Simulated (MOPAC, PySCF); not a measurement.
C4H4, SMILES `C=C=C=C`, neutral singlet in the gas phase. 

Cartesian coordinates (Å):
SMILES: C=C=C=C
```xyz
8

C      1.9540     0.0199     0.0248
C      0.6348     0.0071    -0.0333
C     -0.6348    -0.0056    -0.0900
C     -1.9539    -0.0200    -0.1481
H      2.4895    -0.3499     0.9029
H      2.5573     0.4008    -0.8031
H     -2.5568    -0.4015     0.6799
H     -2.4900     0.3492    -1.0262
```
Charge 0, multiplicity 1.

All levels are single points at this geometry (PBE-D3(BJ)/def2-TZVP); Pople sets use spherical d functions. Orbital energies aren't observables, and empty levels follow the basis.

```csv
level,HOMO (eV),LUMO (eV),gap (eV),dipole (D),"vertical IE, Delta-SCF (eV)"
PBE-D3(BJ)/def2-TZVP in PySCF,-6.11,-2.53,3.58,0.00,9.18
M06-2X/6-31G* in PySCF,-7.88,-0.43,7.45,0.00,–
PBE/6-31G* in PySCF,-5.76,-2.11,3.65,0.00,8.97
HF/6-31G* in PySCF,-8.92,2.45,11.37,0.00,–
HF/STO-3G in PySCF,-7.18,5.55,12.73,0.00,–
PM7 in MOPAC,-9.53,-0.49,9.04,0.00,–
```
